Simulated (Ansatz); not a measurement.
Ansatz results at the PBE0-D4/def2-TZVP geometry: HOMO–LUMO gap (B3LYP/def2-TZVPP) 4.81 eV; size of the dipole moment (B3LYP/def2-TZVPP) 2.55 D; HOMO–LUMO gap (ωB97M-V/def2-TZVPP) 9.03 eV.

Each molecule was computed in one conformer, which needn't be the lowest.

(1) Which molecule gave them?
A. `CC1O[SiH2]1`
B. `[OH][AlH][SiH2][SeH]`
C. `OC=C=C1CO1`
D. `C=C1OC=C1C`

## Answers

(1) B. The others give `C=C1OC=C1C`: 5.34, 1.80, 10.09; `OC=C=C1CO1`: 6.48, 1.97, 11.10; `CC1O[SiH2]1`: 6.42, 1.81, 10.81.

B3LYP here is the variant with VWN-RPA as its local correlation; programs differ in this.
